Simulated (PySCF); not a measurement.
Computed properties of N,N-dimethyl-1-methylsilylmethanamine (C4H13NSi), SMILES C[SiH2]CN(C)C

N,N-dimethyl-1-methylsilylmethanamine (C4H13NSi), SMILES C[SiH2]CN(C)C. Geometry optimised at PBE0-D3(BJ)/def2-SVP. Other conformers were not sampled. All values are computed for the isolated molecule unless a solvent is named; none is compared with measurement here.

**Structure.** All 51 harmonic modes at PBE0-D3(BJ)/def2-SVP (PySCF) are real, so it is a minimum. With heavy atoms numbered as in [CH3:1][SiH2:2][CH2:3][N:4]([CH3:5])[CH3:6], the shortest bond between them is N4–C6 at 1.439 Å and the longest Si2–C3 at 1.899 Å.

**Vibrations.** The strongest infrared lines (harmonic, unscaled, degenerate partners summed) lie at 902 cm⁻¹ (197 km/mol, H 63 %, C 25 %, Si 10 %), 2938 cm⁻¹ (141 km/mol, H 95 %), 2209 cm⁻¹ (117 km/mol, H 97 %). The softest mode is at 37 cm⁻¹ and the zero-point energy is 103.0 kcal/mol.

**Electronic structure.** r2SCAN/def2-TZVP (PySCF) places the frontier levels at -4.99 and 0.51 eV, a gap of 5.50 eV, and gives a dipole moment of 0.91 D. PBE/def2-TZVP (PySCF) at the same geometry gives -4.76 and 0.02 eV, so its gap is 0.72 eV narrower. An orbital gap is neither the optical nor the fundamental gap.

**Excitations.** TDA-M06-2X/def2-SVPD (PySCF) has S1 at 5.98 eV (207 nm, f = 0.033, weak); the most intense of the 6 singlets computed lies at 7.34 eV (f = 0.04). T1 (TDA) is at 5.88 eV, 0.10 eV under S1. TDA-PBE/def2-SVPD (PySCF) puts S1 at 4.71 eV. No vertical singlet excitation falls in the visible range (under 3.1 eV).

**NMR.** GIAO shifts at PBE0/pcSseg-1 (PySCF) (non-relativistic, atoms alike by connectivity averaged): ¹³C from -6.6 to 50.1 ppm against TMS; ¹H from 0.4 to 4.5 ppm against TMS; ²⁹Si at -38.4 ppm against TMS.
